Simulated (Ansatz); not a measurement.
C$_{3}$H$_{8}$N, doublet, geometry from GFN2-xTB; CAM-B3LYP/STO-3G (Ansatz, a program for electronic structure).

Input for Ansatz:
Ansatz 0.2 input:
```yaml
crystal:
  periodic: [false, false, false]
  atoms:
    - {symbol: C, position_ang: [1.83837788, 0.50768624, 0.14523692]}
    - {symbol: N, position_ang: [0.47015236, 0.43049383, 0.36749993]}
    - {symbol: C, position_ang: [-0.35118331, -0.32436927, -0.54864423]}
    - {symbol: C, position_ang: [-1.73716938, -0.54538228, 0.04424207]}
    - {symbol: H, position_ang: [2.31059317, -0.39053467, -0.20746643]}
    - {symbol: H, position_ang: [2.38702468, 1.14489471, 0.81266347]}
    - {symbol: H, position_ang: [0.05420302, 1.31043497, 0.64595892]}
    - {symbol: H, position_ang: [-0.44485095, 0.17886649, -1.52564641]}
    - {symbol: H, position_ang: [0.14296480, -1.28515797, -0.71687676]}
    - {symbol: H, position_ang: [-1.65803034, -1.04878092, 1.00444777]}
    - {symbol: H, position_ang: [-2.33823590, -1.15637235, -0.62364002]}
    - {symbol: H, position_ang: [-2.24488629, 0.40558487, 0.19305125]}
basis:
  gaussian:
    orbitals: STO-3G
hamiltonian:
  xc: cam_b3lyp
magnetization: {spin_polarized: true, initial_magnetization: 1}
```

### Question
What does Ansatz print? Leave out banner, timings and long lists.

### Answer

```
Functional definition: CAM-B3LYP
393 factors; integrals over basis functions are off by at most 4.1e-5 eV
160 factors; integrals over basis functions are off by at most 2.7e-6 eV
mean field evaluation 1: about -4667.7712 eV, gradient 7.5e0 eV
mean field evaluation 2: about -4668.1619 eV, gradient 3.7e0 eV
mean field evaluation 4: about -4668.2469 eV, gradient 2.2e-1 eV
mean field evaluation 8: about -4668.1982 eV, gradient 5.7e-3 eV
mean field -4668.19822900 eV, -171.5531206973 hartree, gradient 3.0e-5 eV, S^2 0.751930; 0 other end points of the search recorded, 0 dependent functions left out
reference -4668.19832292 eV, -171.5531241489 hartree; 17, 16 occupied and 11, 12 virtual orbitals, 393 factors
Total energy: -4668.19832292 eV, -171.5531241489 hartree
```
